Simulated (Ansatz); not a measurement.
`O[Si]Br`, relaxed with RKS PBE-D4/def2-SVP in the Gaussian-basis code of Ansatz from a rough embedded geometry. The force threshold is 0.03 eV/Å; the program also tests the step.

The species carries charge 0 and has multiplicity 1.

Start:

```xyz
4

O    -0.687   -0.652    0.583
Si    0.356    0.535    0.884
Br    1.164    1.059   -1.074
H    -0.833   -0.942   -0.393
```

```
step  energy (eV)  largest force (eV/Å)  largest move (Å)
   1  -79959.4179                 2.908             0.000
   2  -79959.6308                 1.204             0.066
   3  -79959.6463                 0.431             0.093
   4  -79959.6621                 0.072             0.066
   5  -79959.6630                 0.038             0.017
   6  -79959.6630                 0.025             0.005
```

End:

```xyz
4

O    -0.725   -0.680    0.564
Si    0.357    0.538    0.954
Br    1.185    1.076   -1.140
H    -0.817   -0.934   -0.377
```

Run time 21 s (2 threads of a server CPU on a shared host); peak host memory 0.15 GiB.
